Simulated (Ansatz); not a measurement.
C$_{2}$H$_{9}$AlSi$_{2}$ (`CC[SiH]1[AlH][SiH2]1`) at its PBE0-D4/def2-TZVP geometry, where that method's forces vanish. The species carries charge 0 and has multiplicity 1.

```json
{"atom": "C1", "x (Å)": "-1.309", "y (Å)": "1.033", "z (Å)": "-1.752"}
{"atom": "C2", "x (Å)": "-0.664", "y (Å)": "-0.258", "z (Å)": "-1.259"}
{"atom": "Si3", "x (Å)": "0.484", "y (Å)": "-0.002", "z (Å)": "0.215"}
{"atom": "Al4", "x (Å)": "0.604", "y (Å)": "0.556", "z (Å)": "2.543"}
{"atom": "Si5", "x (Å)": "1.532", "y (Å)": "-1.495", "z (Å)": "1.661"}
{"atom": "H6", "x (Å)": "-1.964", "y (Å)": "0.847", "z (Å)": "-2.608"}
{"atom": "H7", "x (Å)": "-0.557", "y (Å)": "1.760", "z (Å)": "-2.065"}
{"atom": "H8", "x (Å)": "-1.911", "y (Å)": "1.502", "z (Å)": "-0.969"}
{"atom": "H9", "x (Å)": "-0.078", "y (Å)": "-0.729", "z (Å)": "-2.054"}
{"atom": "H10", "x (Å)": "-1.426", "y (Å)": "-0.986", "z (Å)": "-0.963"}
{"atom": "H11", "x (Å)": "1.617", "y (Å)": "0.927", "z (Å)": "-0.141"}
{"atom": "H12", "x (Å)": "0.354", "y (Å)": "1.524", "z (Å)": "3.777"}
{"atom": "H13", "x (Å)": "2.824", "y (Å)": "-2.216", "z (Å)": "1.477"}
{"atom": "H14", "x (Å)": "0.492", "y (Å)": "-2.464", "z (Å)": "2.137"}
```

Task: For each bond, give half the difference of the two atoms' forces along it (eV/Å; positive pushes the atoms apart) under PBE-D4, r2SCAN-D4, B3LYP-D4, ωB97M-V in def2-TZVPP. (Estimate.)

Result: The calculation gave: 
```
   bond  length (Å)  PBE-D4  r2SCAN-D4  B3LYP-D4  ωB97M-V
  C1–C2       1.525    0.00       0.14      0.22     0.24
  C1–H6       1.093    0.11      -0.04     -0.08    -0.10
  C1–H7       1.093    0.10      -0.04     -0.06    -0.07
  C1–H8       1.093    0.10      -0.04     -0.06    -0.07
 C2–Si3       1.886    0.02       0.04      0.04    -0.02
  C2–H9       1.095    0.10      -0.04     -0.08    -0.09
 C2–H10       1.094    0.11      -0.03     -0.09    -0.08
Si3–Al4       2.397   -0.04      -0.04      0.06     0.04
Si3–Si5       2.327   -0.04      -0.03      0.09     0.06
Si3–H11       1.508    0.12       0.00     -0.12    -0.11
Al4–Si5       2.418   -0.02       0.00      0.15     0.10
Al4–H12       1.588    0.07      -0.01     -0.13    -0.15
Si5–H13       1.491    0.08       0.00     -0.09    -0.13
Si5–H14       1.499    0.12       0.00     -0.09    -0.10
```

B3LYP here is the variant with VWN-RPA as its local correlation; programs differ in this.

All numbers were calculated with Ansatz.
